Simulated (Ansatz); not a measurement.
Ideal-gas functions of AlH$_{5}$SSn, SMILES `[AlH2][S][SnH3]` at 600 K and 1 bar, from an Ansatz frequency run at PBE0-D4/def2-TZVP.

Molar mass 182.8 g/mol, point group Cs (symmetry number 1), electronic degeneracy 1, moments of inertia 61.122, 348.243, 401.427 u Å². Harmonic wavenumbers (cm⁻¹, unscaled): 59, 98, 182, 339, 448, 473, 496, 529, 583, 693, 711, 711, 775, 1921, 1952, 1953, 1955, 1963.

Use S(trans) = R[1.5 ln M + 2.5 ln T − 1.1517]; rotational temperatures θ = 24.2544 K / I; S(rot) = R[ln(√π/σ · √(T³/θAθBθC)) + 1.5]; for each mode x = 1.438777 ν̃/T, S = R[x/(eˣ − 1) − ln(1 − e⁻ˣ)] and H = RT x/(eˣ − 1); 1 cm⁻¹ = 0.0119627 kJ/mol; R = 8.31446 J/(mol·K).

Task: By hand: the entropy, in J/(mol·K).

Result: Translation 188.3. Rotation: θ = 0.3968, 0.0696, 0.0604 K, giving 123.6. Vibration, mode by mode: 24.58, 20.37, 15.27, 10.26, 8.11, 7.70, 7.35, 6.87, 6.17, 4.99, 4.82, 4.82, 4.26, 0.47, 0.44, 0.44, 0.44, 0.43, in all 127.8. Electronic 0.0. Sum 439.7 J/(mol·K).

Task: By hand: H − E and G − E in kJ/mol, counted from the electronic energy.

Result: Zero-point energy ½ × 15841 × 0.0119627 = 94.8; thermal vibration 37.6; translation, rotation and pV give 4 RT = 20.0. H − E = 152.4 kJ/mol, and G − E = 152.4 − 600 × 439.7/1000 = -111.4 kJ/mol.

Vibration gives 29 % of the entropy, 45.0 J/(mol·K) of it from the modes under 150 cm⁻¹: soft modes count most, and the harmonic formula is weakest for them.
